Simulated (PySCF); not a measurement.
# Electronic absorption of HSn(GeH3)3

Compound: HSn(GeH3)3.
Cartesian coordinates in Å at the PBE0-D3(BJ)/def2-SVP level; atoms count from 1:
```xyz
14
Ge3H10Sn angstrom
Sn    -0.0357   -0.7177   -0.2404
Ge    -2.1269   -0.1971    1.2251
Ge     0.0336    0.8443   -2.3257
Ge     2.0920   -0.2979    1.2060
H     -0.0681   -2.3645   -0.7339
H     -2.0300    1.2513    1.7455
H     -2.1792   -1.1405    2.4435
H     -3.4410   -0.3390    0.4329
H      0.1639    2.3070   -1.8600
H     -1.2537    0.7058   -3.1620
H      1.2427    0.5040   -3.2183
H      3.3785   -0.5496    0.3949
H      2.0984    1.1656    1.6910
H      2.1061   -1.2156    2.4445
```

Computed, not measured: PySCF, TDDFT wB97X-D/def2-SVPD, vertical, gas phase, core orbitals frozen in the response, def2 core potentials past Kr. Spin–orbit coupling is left out.

```json
{"state": "S1", "E (eV)": "6.27", "λ (nm)": "197.7", "ν̃ (cm⁻¹)": "50590", "f": "0.0027", "main configurations (H = HOMO, L = LUMO)": "H→L+2 (47%), H-1→L+1 (40%)"}
{"state": "S2", "E (eV)": "6.36", "λ (nm)": "195.0", "ν̃ (cm⁻¹)": "51280", "f": "0.236", "main configurations (H = HOMO, L = LUMO)": "H→L (78%)"}
{"state": "S3", "E (eV)": "6.40", "λ (nm)": "193.8", "ν̃ (cm⁻¹)": "51610", "f": "0.244", "main configurations (H = HOMO, L = LUMO)": "H-1→L (70%), H-1→L+1 (10%), H-1→L+4 (8%)"}
{"state": "S4", "E (eV)": "6.57", "λ (nm)": "188.6", "ν̃ (cm⁻¹)": "53010", "f": "0.0020", "main configurations (H = HOMO, L = LUMO)": "H→L+3 (82%)"}
{"state": "S5", "E (eV)": "6.59", "λ (nm)": "188.1", "ν̃ (cm⁻¹)": "53170", "f": "0.0043", "main configurations (H = HOMO, L = LUMO)": "H-1→L+3 (75%), H-1→L+4 (8%)"}
{"state": "S6", "E (eV)": "6.60", "λ (nm)": "187.8", "ν̃ (cm⁻¹)": "53250", "f": "0.051", "main configurations (H = HOMO, L = LUMO)": "H→L+1 (50%), H-1→L+2 (40%)"}
{"state": "S7", "E (eV)": "6.69", "λ (nm)": "185.3", "ν̃ (cm⁻¹)": "53960", "f": "0.722", "main configurations (H = HOMO, L = LUMO)": "H→L+2 (27%), H-1→L+1 (26%), H-1→L (17%)"}
{"state": "S8", "E (eV)": "6.70", "λ (nm)": "185.1", "ν̃ (cm⁻¹)": "54040", "f": "0.673", "main configurations (H = HOMO, L = LUMO)": "H-1→L+2 (36%), H→L+1 (24%), H→L (11%)"}
{"state": "S9", "E (eV)": "7.05", "λ (nm)": "175.8", "ν̃ (cm⁻¹)": "56880", "f": "0.0012", "main configurations (H = HOMO, L = LUMO)": "H→L+5 (28%), H-2→L+1 (19%), H-1→L+6 (13%)"}
{"state": "S10", "E (eV)": "7.07", "λ (nm)": "175.5", "ν̃ (cm⁻¹)": "56990", "f": "0.0044", "main configurations (H = HOMO, L = LUMO)": "H-1→L+4 (25%), H-2→L+2 (19%), H→L+6 (12%)"}
{"state": "S11", "E (eV)": "7.18", "λ (nm)": "172.7", "ν̃ (cm⁻¹)": "57910", "f": "0.0005", "main configurations (H = HOMO, L = LUMO)": "H→L+6 (43%), H-1→L+5 (24%), H→L+5 (9%)"}
{"state": "S12", "E (eV)": "7.23", "λ (nm)": "171.5", "ν̃ (cm⁻¹)": "58310", "f": "0.024", "main configurations (H = HOMO, L = LUMO)": "H→L+4 (44%), H→L+5 (24%)"}
{"state": "S13", "E (eV)": "7.29", "λ (nm)": "170.0", "ν̃ (cm⁻¹)": "58830", "f": "0.031", "main configurations (H = HOMO, L = LUMO)": "H-1→L+6 (27%), H-1→L+5 (26%), H→L+4 (10%)"}
{"state": "S14", "E (eV)": "7.32", "λ (nm)": "169.4", "ν̃ (cm⁻¹)": "59040", "f": "0.015", "main configurations (H = HOMO, L = LUMO)": "H-1→L+6 (24%), H-1→L+5 (18%), H→L+6 (12%)"}
{"state": "S15", "E (eV)": "7.36", "λ (nm)": "168.5", "ν̃ (cm⁻¹)": "59350", "f": "0.067", "main configurations (H = HOMO, L = LUMO)": "H-2→L (77%)"}
```

Triplets (Tamm–Dancoff): T1 5.48 eV, H-1→L (70%), H→L+2 (10%), H-1→L+1 (10%); T2 5.48 eV, H→L (66%), H→L+1 (14%), H-1→L+2 (10%); T3 5.84 eV, H→L+2 (46%), H-1→L+1 (36%); T4 5.89 eV, H→L+1 (49%), H-1→L+2 (32%).

The lowest singlet lies at 6.27 eV (198 nm, vacuum ultraviolet) and is very weak; its leading configuration is HOMO→LUMO+2 (47%). The most intense listed level is S7/S8 at 6.69 eV (185 nm, f = 1.395 summed), 0.42 eV above S1. S5/S6 and S7/S8 lie within about 0.01 eV of each other in each set. Löwdin shares by element: HOMO germanium 48%, tin 30% (atoms not listed hold the other 22%); LUMO germanium 48%, tin 14% (atoms not listed hold the other 38%). Orbital energies (eV): HOMO-3 -11.48, HOMO-2 -10.29, HOMO-1 -9.21, HOMO -9.18, LUMO 0.90, LUMO+1 1.19, LUMO+2 1.21. Weighted by f, the mean energy of these states is 6.66 eV. No computed singlet lies in the visible range (380 to 750 nm); the lowest, at 198 nm, stands 3.01 eV above its violet end (3.26 eV). All these states lie below the vertical ionisation energy of 9.19 eV (ΔSCF). Orbitals of the list HOMO-3 to LUMO+2 that lie within 0.01 eV of each other are written together with a slash and their weights summed (≥ marks a lower bound); for degenerate orbitals outside that list single weights are arbitrary. Singlets were solved by full linear response, triplets in the Tamm–Dancoff approximation.
